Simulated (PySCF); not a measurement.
This script is equivalent to a calculation on Se (selenium, neutral).

```python
from pyscf import gto, scf, dft, mp, cc
import basis_set_exchange as bse
mol = gto.M(atom="Se 0 0 0", charge=0, spin=2, symmetry="D2h",
            basis=gto.basis.parse(bse.get_basis("jorge-DZP-DKH", elements=["Se"], fmt="nwchem", header=False)),
            nucmod="G")
mf = scf.UHF(mol).sfx2c1e()
mf.irrep_nelec = {'Ag': (6, 6), 'B1g': (1, 1), 'B2g': (1, 1), 'B3g': (1, 1), 'B1u': (3, 2), 'B2u': (3, 3), 'B3u': (3, 2)}
mf.kernel()
```

(1) What total energy does it give?

(2) Which occupied shell lies highest, and where?

(3) What is ⟨S²⟩, and what would a pure spin state give?

Answers

(1) -2427.93281 hartree (calculated).

(2) 4p β, at -9.043 eV.

(3) 2.001, against 2.00.
